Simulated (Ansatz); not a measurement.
`N/C(Cl)=N/[SiH3]` and `N/C(O)=N\[SiH3]` differ in one atom or group (the configuration at the double bond changes too).

Ansatz, PBE0-D4/def2-TZVP geometries, multiplicity 1. Each molecule was computed in one conformer, which needn't be the lowest.

| property | `N/C(Cl)=N/[SiH3]` |
| --- | --- |
| size of the dipole moment (ωB97M-V/def2-TZVPP) / D | 2.89 |
| HOMO energy (PBE/def2-TZVPP) / eV | -6.28 |
| LUMO energy (ωB97M-V/def2-TZVPP) / eV | 2.04 |
| HOMO energy (B3LYP/def2-TZVPP) / eV | -7.39 |
| HOMO energy (ωB97M-V/def2-TZVPP) / eV | -9.87 |
| HOMO–LUMO gap (ωB97M-V/def2-TZVPP) / eV | 11.91 |

Question: Give the same properties after the change, and the shifts. (An estimate is asked.)

Answer: The calculation gave: 
| property | `N/C(O)=N\[SiH3]` | shift |
| --- | --- | --- |
| size of the dipole moment (ωB97M-V/def2-TZVPP) / D | 2.22 | -0.67 |
| HOMO energy (PBE/def2-TZVPP) / eV | -6.01 | 0.27 |
| LUMO energy (ωB97M-V/def2-TZVPP) / eV | 2.07 | 0.03 |
| HOMO energy (B3LYP/def2-TZVPP) / eV | -7.09 | 0.30 |
| HOMO energy (ωB97M-V/def2-TZVPP) / eV | -9.56 | 0.31 |
| HOMO–LUMO gap (ωB97M-V/def2-TZVPP) / eV | 11.64 | -0.27 |

With PBE0 the HOMO rises by 0.32 eV and the LUMO rises by 0.62 eV, so the gap widens by about 0.30 eV. PBE moves the HOMO by 0.27 eV and ωB97M-V by 0.31 eV. Dipoles are sizes alone; their direction can turn.

Positive LUMOs are unbound, so they and the gaps depend on the basis.

B3LYP here is the variant with VWN-RPA as its local correlation; programs differ in this.
